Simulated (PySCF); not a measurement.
**In⁺ (indium, charge +1) across methods**

[Kr] 4d10 5s2, closed-shell 1S. All numbers are calculated (PySCF 2.14, scalar relativity through the core potential, in def2-QZVPPD with the def2 core potential (28 electrons) (8s6p5d4f1g, 88 functions)). The B2PLYP total includes its PT2 part (frozen core); its orbital energies are those of the SCF part.

```json
{"method": "PBE", "E (hartree)": "-189.9129", "mean ε 4p (eV)": "-86.742", "mean ε 4d (eV)": "-25.872", "mean ε 5s (eV)": "-14.980", "Σ⟨r²⟩ (bohr²)": "38.16", "⟨S²⟩": "0.000"}
{"method": "LC-wPBE", "E (hartree)": "-189.9209", "mean ε 4p (eV)": "-92.718", "mean ε 4d (eV)": "-30.948", "mean ε 5s (eV)": "-18.221", "Σ⟨r²⟩ (bohr²)": "38.08", "⟨S²⟩": "0.000"}
{"method": "PW91", "E (hartree)": "-189.9917", "mean ε 4p (eV)": "-86.844", "mean ε 4d (eV)": "-25.954", "mean ε 5s (eV)": "-15.066", "Σ⟨r²⟩ (bohr²)": "38.13", "⟨S²⟩": "0.000"}
{"method": "r2SCAN", "E (hartree)": "-189.9730", "mean ε 4p (eV)": "-89.280", "mean ε 4d (eV)": "-26.476", "mean ε 5s (eV)": "-15.199", "Σ⟨r²⟩ (bohr²)": "38.01", "⟨S²⟩": "0.000"}
{"method": "LDA", "E (hartree)": "-189.5871", "mean ε 4p (eV)": "-86.668", "mean ε 4d (eV)": "-26.017", "mean ε 5s (eV)": "-15.370", "Σ⟨r²⟩ (bohr²)": "38.10", "⟨S²⟩": "0.000"}
{"method": "MN15", "E (hartree)": "-189.5002", "mean ε 4p (eV)": "-89.169", "mean ε 4d (eV)": "-29.065", "mean ε 5s (eV)": "-16.767", "Σ⟨r²⟩ (bohr²)": "38.43", "⟨S²⟩": "0.000"}
{"method": "PBE0", "E (hartree)": "-189.9082", "mean ε 4p (eV)": "-91.821", "mean ε 4d (eV)": "-28.373", "mean ε 5s (eV)": "-15.776", "Σ⟨r²⟩ (bohr²)": "38.17", "⟨S²⟩": "0.000"}
{"method": "UHF", "E (hartree)": "-189.01888", "mean ε 4p (eV)": "-106.06", "mean ε 4d (eV)": "-34.879", "mean ε 5s (eV)": "-17.281", "Σ⟨r²⟩ (bohr²)": "38.86", "⟨S²⟩": "0.000"}
{"method": "B2PLYP", "E (hartree)": "-189.6320", "mean ε 4p (eV)": "-97.176", "mean ε 4d (eV)": "-30.781", "mean ε 5s (eV)": "-16.450", "Σ⟨r²⟩ (bohr²)": "38.45", "⟨S²⟩": "0.000"}
```

Energies and moments cover only the electrons outside the core potential.
